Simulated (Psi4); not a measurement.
CHO3 (SMILES O=C([O-])O), charge -1, singlet, at a GFN2-xTB geometry (a gas-phase anion, which may not be bound at this level); Psi4 with BHHLYP/6-31G*.

Input for Psi4:
```
memory 2 GB

molecule mol {
-1 1
  O     1.133934   -0.595474    0.060069
  C    -0.172049    0.046248   -0.010546
  O    -0.117490    1.273465    0.033117
  O    -1.108087   -0.728969   -0.101257
  H     1.765446    0.130336    0.127853
}

set basis 6-31g*
set reference rks

energy('bhhlyp')
print_variables()
```

Problem. What does Psi4 print? Leave out banner, timings and long lists.

Solution. 
```
   => Loading Basis Set <=

    Name: 6-31G*
    Role: ORBITAL
    Keyword: BASIS

         ---------------------------------------------------------
                                   SCF
               by Justin Turney, Rob Parrish, Andy Simmonett
                          and Daniel G. A. Smith
                              RKS Reference
         ---------------------------------------------------------

  ==> Geometry <==

    Molecular point group: c1
    Full point group: C1

    Geometry (in Angstrom), charge = -1, multiplicity = 1:

       Center              X                  Y                   Z               Mass
    ------------   -----------------  -----------------  -----------------  -----------------
         O            1.162644862987    -0.593358055772     0.062147835248    15.994914619570
         C           -0.143338137013     0.048363944228    -0.008467164752    12.000000000000
         O           -0.088779137013     1.275580944228     0.035195835248    15.994914619570
         O           -1.079376137013    -0.726853055772    -0.099178164752    15.994914619570
         H            1.794156862987     0.132451944228     0.129931835248     1.007825032230

  Running in c1 symmetry.

  Rotational constants: A =      0.41940  B =      0.38236  C =      0.20001 [cm^-1]
  Rotational constants: A =  12573.36626  B =  11462.94425  C =   5996.25289 [MHz]
  Nuclear repulsion =  113.519557690566401

  Charge       = -1
  Multiplicity = 1
  Electrons    = 32
  Nalpha       = 16
  Nbeta        = 16

  ==> Algorithm <==

  SCF Algorithm Type is DF.
  DIIS enabled.
  MOM disabled.
  Fractional occupation disabled.
  Guess Type is SAD.
  Energy threshold   = 1.00e-06
  Density threshold  = 1.00e-06
  Integral threshold = 1.00e-12

  ==> Primary Basis <==

  Basis Set: 6-31G*
    Blend: 6-31G*
    Number of shells: 26
    Number of basis functions: 62
    Number of Cartesian functions: 62
    Spherical Harmonics?: false
    Max angular momentum: 2

  ==> DFT Potential <==

   => LibXC <=

    Version 7.1.2
    S. Lehtola, C. Steigemann, M. J. T. Oliveira, and M. A. L. Marques,  SoftwareX 7, 1–5 (2018) (10.1016/j.softx.2017.11.002)

   => Composite Functional: BHANDHLYP <=

    BHandHLYP Hyb-GGA Exchange-Correlation Functional

    A. D. Becke,  J. Chem. Phys. 98, 1372 (1993) (10.1063/1.464304)
    Defined through Gaussian implementation.

    Deriv               =              1
    GGA                 =           TRUE
    Meta                =          FALSE

    Exchange Hybrid     =           TRUE
    MP2 Hybrid          =          FALSE

   => Exchange Functionals <=

    0.5000         Becke 88

   => Exact (HF) Exchange <=

    0.5000               HF

   => Correlation Functionals <=

    1.0000   Lee, Yang & Parr

   => LibXC Density Thresholds  <==

    XC_HYB_GGA_XC_BHANDHLYP:  1.00E-15

   => Molecular Quadrature <=

    Radial Scheme          =       TREUTLER
    Pruning Scheme         =           NONE
    Nuclear Scheme         =       TREUTLER

    Blocking Scheme        =         OCTREE
    BS radius alpha        =              1
    Pruning alpha          =              1
    Radial Points          =             75
    Spherical Points       =            302
    Total Points           =         107114
    Total Blocks           =            871
    Max Points             =            256
    Max Functions          =             61
    Weights Tolerance      =       1.00E-15

   => Loading Basis Set <=

    Name: (6-31G* AUX)
    Role: JKFIT
    Keyword: DF_BASIS_SCF

  ==> Integral Setup <==

  SCF_SUBTYPE=INCORE selected. In-core MEM_DF algorithm will be used.
  Using in-core AOs.

  ==> MemDFJK: Density-Fitted J/K Matrices <==

    J tasked:                   Yes
    K tasked:                   Yes
    wK tasked:                   No
    Algorithm:                 Core
    Schwarz Cutoff:           1E-12
    Mask sparsity (%):       0.1561
    Fitting Condition:        1E-10

   => Auxiliary Basis Set <=

  Basis Set: (6-31G* AUX)
    Blend: CC-PVDZ-JKFIT
    Number of shells: 105
    Number of basis functions: 349
    Number of Cartesian functions: 349
    Spherical Harmonics?: false
    Max angular momentum: 3

  Minimum eigenvalue in the overlap matrix is 4.0143649193E-03.
  Reciprocal condition number of the overlap matrix is 6.4118979529E-04.
    Using symmetric orthogonalization.

  ==> Pre-Iterations <==

  SCF Guess: Superposition of Atomic Densities via on-the-fly atomic UHF (no occupation information).

   -------------------------
    Irrep   Nso     Nmo
   -------------------------
     A         62      62
   -------------------------
    Total      62      62
   -------------------------

  ==> Iterations <==

                           Total Energy        Delta E     RMS |[F,P]|

   @DF-RKS iter SAD:  -263.51260243006374   -2.63513e+02   0.00000e+00
   @DF-RKS iter   1:  -264.04496409300975   -5.32362e-01   1.33370e-02 ADIIS/DIIS
   @DF-RKS iter   2:  -264.05124309774141   -6.27900e-03   1.35873e-02 ADIIS/DIIS
   @DF-RKS iter   3:  -264.29006262004708   -2.38820e-01   1.09600e-03 ADIIS/DIIS
   @DF-RKS iter   4:  -264.29177305329745   -1.71043e-03   3.07447e-04 ADIIS/DIIS
   @DF-RKS iter   5:  -264.29188706330223   -1.14010e-04   1.51176e-04 ADIIS/DIIS
   @DF-RKS iter   6:  -264.29192016585796   -3.31026e-05   1.66748e-05 DIIS
   @DF-RKS iter   7:  -264.29192062303667   -4.57179e-07   1.22447e-05 DIIS
   @DF-RKS iter   8:  -264.29192084589647   -2.22860e-07   2.07752e-06 DIIS
   @DF-RKS iter   9:  -264.29192085836348   -1.24670e-08   2.53381e-07 DIIS
  Energy and wave function converged.

  ==> Post-Iterations <==

   Electrons on quadrature grid:
      Ntotal   =   32.0000011243 ; deviation = 1.124e-06

    Orbital Energies [Eh]
    ---------------------

    Doubly Occupied:

[...]
      16A     -0.079220

    Virtual:

[...]
      62A      4.648030

    Final Occupation by Irrep:
              A
    DOCC [    16 ]
    NA   [    16 ]
    NB   [    16 ]

  @DF-RKS Final Energy:  -264.29192085836348

   => Energetics <=

    Nuclear Repulsion Energy =            113.5195576905664012
    One-Electron Energy =                -596.7329863834742127
    Two-Electron Energy =                 235.4294085908428258
    DFT Exchange-Correlation Energy =     -16.5079007562984721
    Empirical Dispersion Energy =           0.0000000000000000
    VV10 Nonlocal Energy =                  0.0000000000000000
    Total Energy =                       -264.2919208583634827

Computation Completed

Properties will be evaluated at   0.000000,   0.000000,   0.000000 [a0]

Properties computed using the SCF density matrix

 Multipole Moments:

 ------------------------------------------------------------------------------------
     Multipole            Electronic (a.u.)      Nuclear  (a.u.)        Total (a.u.)
 ------------------------------------------------------------------------------------

 L = 1.  Multiply by 2.5417464519 to convert [e a0] to [Debye]
 Dipole X            :         -0.6927070            1.6819408            0.9892339
 Dipole Y            :         -0.0172342            0.1239552            0.1067210
 Dipole Z            :         -0.0490654            0.1217983            0.0727329
 Magnitude           :                                                    0.9976287

 ------------------------------------------------------------------------------------

  Variable Map:
  ----------------------------------------------------------------------------
[...]
  Array Variable Map:
  ----------------------------------------------------------------------------
[...]
[...]
```
